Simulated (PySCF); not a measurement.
ZrF3Cl, SMILES [F][Zr]([F])([F])[Cl], multiplicity 1.

The structure is a stationary point at r2SCAN-D4/def2-SVP. The spin state was assumed, not searched. The structure was generated by enumeration; whether it is a known compound was not checked. The def2 effective core potentials stand for the cores of Zr; spin–orbit coupling is left out.

These are TDDFT-M06-2X/def2-SVPD run with PySCF values and carry that method's errors.

Vertical excitations; the highest root listed may be one member of a degenerate set. Isolated molecule, no solvent. State labels are in the subgroup Cs.

Give excitation energies, oscillator strengths and character. (The exact figures need the calculation; the answer reports its results.)


```
state  symmetry  energy (eV)  λ (nm)      f                                                                   main pairs
-----  --------  -----------  ------  -----  ---------------------------------------------------------------------------
S1           A"         6.80     182  0.000                                           HOMO→LUMO 48 %, HOMO−1→LUMO+1 48 %
S2           A"         6.96     178  0.001                                           HOMO−1→LUMO+1 49 %, HOMO→LUMO 49 %
S3           A'         6.96     178  0.001                                           HOMO−1→LUMO 49 %, HOMO→LUMO+1 49 %
S4           A'         7.57     164  0.058    HOMO→LUMO+1 39 %, HOMO−1→LUMO 39 %, HOMO−2→LUMO+3 11 %, HOMO−2→LUMO+2 8 %
S5           A'         7.63     163  0.000                                  HOMO−2→LUMO, HOMO−1→LUMO+2 (degenerate set)
S6           A"         7.63     163  0.000                                  HOMO−2→LUMO+1, HOMO→LUMO+2 (degenerate set)
S7           A'         7.70     161  0.009                   HOMO−1→LUMO+2, HOMO−1→LUMO+3, HOMO−2→LUMO (degenerate set)
S8           A"         7.70     161  0.009                     HOMO→LUMO+2, HOMO→LUMO+3, HOMO−2→LUMO+1 (degenerate set)
S9           A"         8.33     149  0.000                                         HOMO−1→LUMO+4 46 %, HOMO→LUMO+5 45 %
S10          A'         8.35     149  0.004  HOMO−1→LUMO+5 37 %, HOMO→LUMO+4 36 %, HOMO−2→LUMO+2 12 %, HOMO−2→LUMO+3 7 %
T1           A'         6.45     192      0                                           HOMO→LUMO+1 46 %, HOMO−1→LUMO 46 %
T2           A"         6.69     185      0                                           HOMO→LUMO 48 %, HOMO−1→LUMO+1 48 %
T3           A'         6.69     185      0                                           HOMO−1→LUMO 48 %, HOMO→LUMO+1 48 %
T4           A"         6.81     182      0                                           HOMO−1→LUMO+1 49 %, HOMO→LUMO 48 %
```
Triplets are in the Tamm–Dancoff approximation, which puts them higher than full response would, so one can lie above its singlet here.
